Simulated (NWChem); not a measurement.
ZrH4O2; SMILES [OH][ZrH2][OH]

```xyz
7

Zr     0.0000     0.0000    -0.1296
O      1.6194     0.0463     0.8689
H      2.3052     0.1192     1.5328
O     -1.6194    -0.0463     0.8689
H     -2.3052    -0.1192     1.5328
H      0.0452    -1.5381    -1.1886
H     -0.0452     1.5381    -1.1886
```
Atoms are numbered in this order, from 1.

Level: PBE0/def2-SVP with def2 effective core potentials on Zr (NWChem), optimised geometry, unscaled harmonic frequencies. def2 effective core potentials on Zr; no spin-orbit coupling.

```tsv
frequency (cm⁻¹)	IR intensity (km/mol)
157	0.0
280	8.4
305	144.0
356	2.3
386	301.9
413	160.2
515	109.8
523	0.1
588	124.3
755	159.5
774	314.5
1654	597.8
1687	287.1
4008	356.9
4012	255.8
```

The zero-point energy is 23.5 kcal/mol and the thermal correction to the enthalpy at 298.15 K (with zero-point energy) is 27.9 kcal/mol. The heat capacity Cv is 20.7 cal/(mol K). The entropy at 298.15 K and 1 atm (symmetry number 2) is 74.3 cal/(mol K).

Rigid rotor and harmonic oscillator.
